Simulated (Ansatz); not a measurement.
Isolated molecules relaxed with PBE0-D4/def2-TZVP in Ansatz; ΔE leaves out vibrations. CBS: MP2 limit from def2 TZ/QZ plus the TZ coupled-cluster correction, frozen cores. Functionals use def2-TZVPP. For Se outer-core shells are correlated without core-valence functions, which leaves a few kJ/mol of doubt a bond. Scalar relativity is left out up to krypton. One conformer a species, not always the lowest.

Consider the cleavage of the Si–Si bond: `O[Si]1([SiH3])[SiH2][SiH2]1` + `NB[SeH]` → `NB[Se][SiH3]` + `O[SiH]1[SiH2][SiH2]1`.

| level | ΔE (kcal/mol) |
| --- | --- |
| ωB97M-V | -10.2 |
| PBE0 | -8.5 |
| HF/def2-TZVPP | -13.0 |
| HF/CBS(def2) | -13.0 |

**Question.** What does CCSD(T)/CBS give? (Best estimate.)

**Answer.** Computed: -10.0 kcal/mol. The listed levels differ from it by -0.2, 1.5, -3.0, -3.0 kcal/mol.

Largest T1 diagnostic among the species: 0.015.

From PBE to PBE0 (25 % exact exchange), in def2-TZVPP and without D4, ΔE moves by −1.1 kcal/mol. In def2-TZVPP, CCSD(T) changes the Hartree–Fock value by +3.6 kcal/mol (the triples alone add +0.5 kcal/mol) and MP2 by +2.2 kcal/mol.
